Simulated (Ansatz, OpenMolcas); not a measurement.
## Exact exchange and the electronic atomisation energy of AuF

AuF has 2 atoms, charge 0, and is taken as a singlet. SMILES: `[F][Au]`. The shape is that of a PBE0-D4/def2-TZVP optimisation.

The electronic atomisation energy y, in eV, basis def2-TZVPP with a core potential; a is the functional's share of exact exchange. Programs: Ansatz 0.2.0, OpenMolcas 26.06.

```
functional     program     a  y (eV)
      TPSS  OpenMolcas     0    3.13
      BLYP      Ansatz     0    3.11
     B3LYP      Ansatz   0.2       ?
      PBE0      Ansatz  0.25    2.78
   r2SCAN0      Ansatz  0.25    2.62
     BHLYP      Ansatz   0.5    2.33
```

Q: Fit y = c + s·a to the known rows and predict B3LYP.

A: 
1. Means of the 5 rows: a = 0.2000, y = 2.794.
2. Σ(Δa)² = 0.175, Σ(Δa·Δy) = -0.279, so the slope is -0.279/0.175 = -1.5943.
3. Intercept: 2.794 − (-1.5943) × 0.2000 = 3.113. The largest residual of the fit is 0.094.
4. B3LYP: 3.113 + (-1.5943) × 0.2 = 2.79 eV.

The run gave 2.82 eV, so the prediction is off by -0.03 eV, within the scatter of the fit. The rows mix families of semi-local functionals, which the line can't see. Spin-orbit coupling is left out.
